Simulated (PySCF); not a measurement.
Can point charges reproduce the dipole moment of `CCc1cc([pH]c1)CC`?

Coordinates (PBE0-D3(BJ)/def2-SVP, Å) and charges (e) from the PBE0/pcSseg-1 density (PySCF):

| atom | x | y | z | Mulliken | IAO | Hirshfeld | ESP-fitted |
| --- | --- | --- | --- | --- | --- | --- | --- |
| C1 | -3.017 | -0.387 | -0.774 | -0.2854 | -0.4047 | -0.1134 | -0.2212 |
| C2 | -2.519 | 0.547 | 0.326 | -0.1214 | -0.2530 | -0.0648 | +0.0348 |
| C3 | -1.075 | 0.330 | 0.670 | -0.2093 | +0.0116 | +0.0013 | -0.0250 |
| C4 | -0.613 | -0.144 | 1.858 | -0.3868 | -0.3963 | -0.1266 | -0.2281 |
| P5 | 1.188 | -0.094 | 1.910 | +0.4601 | +0.3883 | +0.1125 | -0.1614 |
| C6 | 1.253 | 0.337 | 0.140 | -0.5048 | -0.1852 | -0.0439 | -0.0124 |
| C7 | 2.521 | 0.532 | -0.629 | -0.1472 | -0.2484 | -0.0681 | +0.0246 |
| C8 | 3.465 | -0.664 | -0.573 | -0.2978 | -0.4064 | -0.1152 | -0.2477 |
| C9 | -0.008 | 0.593 | -0.293 | +0.0301 | -0.1807 | -0.0664 | -0.1836 |
| H10 | -2.434 | -0.270 | -1.700 | +0.1166 | +0.1342 | +0.0373 | +0.0639 |
| H11 | -4.072 | -0.188 | -1.016 | +0.1185 | +0.1385 | +0.0416 | +0.0646 |
| H12 | -2.931 | -1.440 | -0.463 | +0.1197 | +0.1404 | +0.0378 | +0.0638 |
| H13 | -3.129 | 0.415 | 1.233 | +0.1168 | +0.1383 | +0.0420 | +0.0269 |
| H14 | -2.660 | 1.595 | 0.008 | +0.1309 | +0.1396 | +0.0402 | +0.0444 |
| H15 | -1.248 | -0.392 | 2.711 | +0.0938 | +0.1541 | +0.0433 | +0.1765 |
| H16 | 1.507 | -1.485 | 1.850 | +0.0793 | -0.0047 | -0.0009 | +0.1274 |
| H17 | 2.265 | 0.763 | -1.676 | +0.1188 | +0.1374 | +0.0421 | +0.0344 |
| H18 | 3.047 | 1.422 | -0.239 | +0.1405 | +0.1460 | +0.0403 | +0.0501 |
| H19 | 3.777 | -0.879 | 0.462 | +0.1173 | +0.1328 | +0.0351 | +0.0833 |
| H20 | 2.983 | -1.570 | -0.971 | +0.1205 | +0.1391 | +0.0370 | +0.0644 |
| H21 | 4.378 | -0.478 | -1.158 | +0.1195 | +0.1402 | +0.0427 | +0.0736 |
| H22 | -0.220 | 0.982 | -1.296 | +0.0703 | +0.1388 | +0.0459 | +0.1468 |

What dipole does each set of charges give (1 e·Å = 4.803 D), and what does the density give?

The full density gives (-0.36, -0.31, -1.05) D, 1.16 D in size; dipole vectors point from the negative to the positive end.

```
    scheme     μx     μy     μz  size (D)  share of the full size (%)  angle to the full dipole (°)
  Mulliken   1.53  -0.76   0.15      1.72                         149                           104
       IAO   1.13   0.10   0.60      1.29                         111                           136
 Hirshfeld   0.30   0.10   0.02      0.32                          28                           117
ESP-fitted  -0.31  -0.27  -1.02      1.10                          95                             2
```

Which set comes closest?

Length of the difference vector: ESP-fitted 0.07 D, Hirshfeld 1.33 D, IAO 2.26 D, Mulliken 2.29 D. Closest: ESP-fitted. ESP charges are fitted to the potential around the molecule, whose slowest-falling term is the dipole's. 

What is left for the Hirshfeld atoms' own dipoles?

The Hirshfeld atoms' densities add up to the full density, so μ = Σ q r + Σ (atomic dipoles). The atomic dipoles sum to (-0.36, -0.31, -1.05) − (0.30, 0.10, 0.02) = (-0.66, -0.41, -1.07) D, 1.33 D in size.

With the origin at the mean of the coordinates, (0.112, -0.022, 0.017) Å, which are the largest single terms, by size, of the Hirshfeld dipole along the direction of the full one?

P5 -1.10, C1 -0.97, C4 +0.86, H11 +0.46, H10 +0.43 D; all 22 atoms together -0.14 D. The single terms depend on the origin, their sum doesn't.

Give the size of the full dipole in other units.

1.16 D = 0.455 au = 0.241 e·Å = 3.85 × 10⁻³⁰ C·m.

Isolated species at its PBE0-D3(BJ)/def2-SVP geometry (one conformer only).

These values come from a run that also computed NMR shieldings. On AMD EPYC 7R13, one thread (shared host), this took 35 s wall and 1.1 GiB of memory at its peak.

Conformer computed: `[CH3:1][CH2:2][c:3]1[cH:4][pH:5][c:6]([CH2:7][CH3:8])[cH:9]1`: C1–C2–C3–C4 -114°, P5–C6–C7–C8 56°.
